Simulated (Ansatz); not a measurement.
Reactions of H6IN3Zr (`[NH2][Zr]([NH2])([NH2])[I]`).

Computed with Ansatz on PBE0-D4/def2-TZVP structures; ΔE is electronic, products minus reactants. CCSD(T)/CBS is the MP2 limit (def2-TZVPP, def2-QZVPP) plus CCSD(T) − MP2 in def2-TZVPP, frozen cores. Functionals use def2-TZVPP. Elements past krypton have def2 core potentials. For I, Zr outer-core shells are correlated without core-valence functions, which leaves a few kJ/mol of doubt a bond. One conformer a species, not always the lowest.

```tsv
reaction	ωB97X-V (kcal/mol)
`[NH2][Zr]([NH2])([NH2])[I]` + `C[SiH](N)O` → `[NH2][Zr]([NH2])([NH2])[NH2]` + `C[SiH](O)I`	20.4
`[NH2][Zr]([NH2])([NH2])[I]` + `NC[SiH](N)F` → `[NH2][Zr]([NH2])([F])[I]` + `NC[SiH](N)N`	-3.1
`[NH2][Zr]([NH2])([NH2])[I]` + `C[SiH2][SiH](O)F` → `[NH2][Zr]([NH2])([F])[I]` + `C[SiH2][SiH](N)O`	-7.4
`[NH2][Zr]([NH2])([NH2])[I]` + `OB([SiH3])CF` → `[NH2][Zr]([NH2])([NH2])[F]` + `OB([SiH3])CI`	-16.4
```

Question: Give the CCSD(T)/CBS values in the same order. (An estimate is asked.)

Answer: The calculation gave: 20.6, -1.0, -4.9, -18.4 kcal/mol.

Largest T1 diagnostic: 0.016, for `[NH2][Zr]([NH2])([NH2])[F]`.
